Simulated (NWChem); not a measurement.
System: AlH$_{2}$O$_{2}$I; SMILES [I][Al]([OH])[OH]

Input file for NWChem:

```
start job
memory heap 200 mb stack 900 mb global 1100 mb
geometry units angstroms noautoz
  Al     0.000000     0.000000     1.576931
  I      0.000000     0.000000    -0.912860
  O      0.000000    -1.449504     2.479799
  H      0.000000    -2.321025     2.054190
  O      0.000000     1.449504     2.479799
  H      0.000000     2.321025     2.054190
end
basis spherical
  * library def2-svp
end
ecp
  I library def2-ecp
end
dft
  xc m06-2x
  grid fine
  iterations 150
  mulliken
end
task dft gradient
```

Excerpt of the output:

```
             Northwest Computational Chemistry Package (NWChem) 7.3.0
             --------------------------------------------------------

 C2V symmetry detected

                             Geometry "geometry" -> ""
                             -------------------------

 Output coordinates in angstroms (scale by  1.889725989 to convert to a.u.)

  No.       Tag          Charge          X              Y              Z
 ---- ---------------- ---------- -------------- -------------- --------------
    1 Al                  13.0000     0.00000000     0.00000000     1.38760139
    2 I                   53.0000     0.00000000     0.00000000    -1.10218961
    3 O                    8.0000     0.00000000    -1.44950400     2.29046939
    4 H                    1.0000     0.00000000    -2.32102500     1.86486039
    5 O                    8.0000     0.00000000     1.44950400     2.29046939
    6 H                    1.0000     0.00000000     2.32102500     1.86486039

 Effective nuclear repulsion energy (a.u.)     375.9802450820

      Symmetry information
      --------------------

 Group name             C2v
 Group number             16
 Group order               4
 No. of unique centers     4

                                 NWChem DFT Module
                                 -----------------

 Summary of "ao basis" -> "ao basis" (spherical)
 ------------------------------------------------------------------------------
       Tag                 Description            Shells   Functions and Types
 ---------------- ------------------------------  ------  ---------------------
 Al                         def2-svp                 8       18   4s3p1d
 I                          def2-svp                10       26   4s4p2d
 O                          def2-svp                 6       14   3s2p1d
 H                          def2-svp                 3        5   2s1p

      Symmetry analysis of basis
      --------------------------

        a1         35
        a2          8
        b1         15
        b2         24

            General Information
            -------------------
          SCF calculation type: DFT
          Wavefunction type:  closed shell.
          No. of atoms     :     6
          No. of electrons :    56
           Alpha electrons :    28
            Beta electrons :    28
          Charge           :     0
          Spin multiplicity:     1
          Use of symmetry is: on ; symmetry adaption is: on
          Maximum number of iterations: 150
          AO basis - number of functions:    82
                     number of shells:    36
          Convergence on energy requested:  1.00D-06
          Convergence on density requested:  1.00D-05
          Convergence on gradient requested:  5.00D-04

              XC Information
              --------------
                       M06-2X Method XC Functional
                     Hartree-Fock (Exact) Exchange  0.540
                        M06-2X Exchange Functional  1.000
                      M06-2X Correlation Potential  1.000

             Grid Information
             ----------------
          Grid used for XC integration:  fine
          Radial quadrature: Mura-Knowles
          Angular quadrature: Lebedev.
          Tag              B.-S. Rad. Rad. Pts. Rad. Cut. Ang. Pts.
          ---              ---------- --------- --------- ---------
          Al                  1.25      123          10.0       770
          I                   1.40      141          11.0       974
          O                   0.60       70          11.0       590
          H                   0.35       60          12.0       590
          Grid pruning is: on
          Number of quadrature shells:   394
          Spatial weights used:  Erf1

      Superposition of Atomic Density Guess
      -------------------------------------

 Sum of atomic energies:        -739.29940284

      Non-variational initial energy
      ------------------------------

 Total energy =    -689.507455
 1-e energy   =   -1512.104555
 2-e energy   =     596.106199
 HOMO         =      -0.363377
 LUMO         =      -0.045313

      Symmetry analysis of molecular orbitals - initial
      -------------------------------------------------

  Numbering of irreducible representations:

     1 a1          2 a2          3 b1          4 b2

  Orbital symmetries:

     1 a1          2 a1          3 b2          4 a1          5 a1
     6 b2          7 b1          8 a1          9 b2         10 a1
    11 b1         12 a1         13 b2         14 b1         15 a1
    16 a2         17 a1         18 b2         19 a1         20 a1
    21 b2         22 a1         23 b2         24 b1         25 a2
    26 a1         27 b1         28 b2         29 a1         30 b1
    31 b2         32 a1         33 a1         34 b2         35 a1
    36 a1         37 b1         38 a1

     ---------------------------------------------
      Total Density - Mulliken Population Analysis
     ---------------------------------------------

    Atom       Charge   Shell Charges
 -----------   ------   -------------------------------------------------------
    1 Al  13    11.57   2.00  1.99  0.63  0.06  5.93  0.50  0.24  0.22
    2 I   25    25.38   1.83  0.22  1.22  0.68  2.93  3.13  2.63  2.73  9.82  0.19
    3 O    8     8.89   1.99  1.11  0.65  3.14  2.01  0.00
    4 H    1     0.64   0.51  0.07  0.06
    5 O    8     8.89   1.99  1.11  0.65  3.14  2.01  0.00
    6 H    1     0.64   0.51  0.07  0.06

   convergence    iter        energy       DeltaE   RMS-Dens  Diis-err
 ---------------- ----- ----------------- --------- --------- ---------
 d= 0,ls=0.0,diis     1   -691.4934330399 -9.18D+02  1.53D-02  1.00D+00
 d= 0,ls=0.0,diis     2   -691.4556053020  3.78D-02  8.14D-03  1.60D+00
 d= 0,ls=0.0,diis     3   -691.6093946119 -1.54D-01  8.59D-04  7.27D-03
 d= 0,ls=0.0,diis     4   -691.6101595616 -7.65D-04  3.26D-04  5.03D-04
 d= 0,ls=0.0,diis     5   -691.6102376979 -7.81D-05  1.08D-04  5.53D-05
  Resetting Diis
 d= 0,ls=0.0,diis     6   -691.6102480806 -1.04D-05  1.78D-05  1.18D-06
 d= 0,ls=0.0,diis     7   -691.6102483897 -3.09D-07  3.46D-06  3.40D-08

         Total DFT energy =     -691.610248389733
      One electron energy =    -1515.534612254867
           Coulomb energy =      656.230659067679
    Exchange-Corr. energy =      -58.797196709479
 Nuclear repulsion energy =      226.490901506933

 Numeric. integr. density =       56.000001120934

                  Occupations of the irreducible representations
                  ----------------------------------------------

                     irrep           alpha         beta
                     --------     --------     --------
                     a1               13.0         13.0
                     a2                2.0          2.0
                     b1                5.0          5.0
                     b2                8.0          8.0

                       DFT Final Molecular Orbital Analysis
                       ------------------------------------

 Vector   26  Occ=2.000000D+00  E=-3.804109D-01  Symmetry=a1
              MO Center= -4.5D-16, -1.2D-14,  9.2D-02, r^2= 4.6D+00
   Bfn.  Coefficient  Atom+Function         Bfn.  Coefficient  Atom+Function
  ----- ------------  ---------------      ----- ------------  ---------------
    31      0.474717  2 I  pz                34      0.396035  2 I  pz
    50      0.244429  3 O  pz                69      0.244429  5 O  pz
    28     -0.193772  2 I  pz                53      0.167528  3 O  pz
    72      0.167528  5 O  pz                10     -0.165694  1 Al pz
    25     -0.158651  2 I  pz                21     -0.128771  2 I  s

 Vector   27  Occ=2.000000D+00  E=-3.354400D-01  Symmetry=b1
              MO Center= -3.9D-16, -3.8D-16, -9.3D-01, r^2= 2.3D+00
   Bfn.  Coefficient  Atom+Function         Bfn.  Coefficient  Atom+Function
  ----- ------------  ---------------      ----- ------------  ---------------
    29      0.584667  2 I  px                32      0.541219  2 I  px
    26     -0.240057  2 I  px                23     -0.195445  2 I  px
    48     -0.071080  3 O  px                67     -0.071080  5 O  px
    51     -0.059604  3 O  px                70     -0.059604  5 O  px
    17      0.052110  1 Al d  1               8      0.043224  1 Al px

 Vector   28  Occ=2.000000D+00  E=-3.321333D-01  Symmetry=b2
              MO Center= -1.9D-16,  8.8D-15, -9.1D-01, r^2= 2.5D+00
   Bfn.  Coefficient  Atom+Function         Bfn.  Coefficient  Atom+Function
  ----- ------------  ---------------      ----- ------------  ---------------
    30      0.589920  2 I  py                33      0.535992  2 I  py
    27     -0.241135  2 I  py                24     -0.196302  2 I  py
    50     -0.090589  3 O  pz                69      0.090589  5 O  pz
    53     -0.072170  3 O  pz                72      0.072170  5 O  pz
    15     -0.047743  1 Al d -1              12      0.045264  1 Al py

[...]

                         DFT ENERGY GRADIENTS

    atom               coordinates                        gradient
                 x          y          z           x          y          z
   1 Al      0.000000   0.000000   2.622186    0.000000   0.000000  -0.009794
   2 I       0.000000   0.000000  -2.082836    0.000000   0.000000  -0.006694
   3 O       0.000000  -2.739165   4.328360    0.000000  -0.000662   0.013482
   4 H       0.000000  -4.386101   3.524075    0.000000  -0.008426  -0.005238
   5 O       0.000000   2.739165   4.328360    0.000000   0.000662   0.013482
   6 H       0.000000   4.386101   3.524075    0.000000   0.008426  -0.005238
```

Level: M06-2X/def2-SVP with def2 effective core potentials on I. The geometry was optimised at PBE-D3(BJ)/def2-SVP. def2 effective core potentials on I; no spin-orbit coupling.
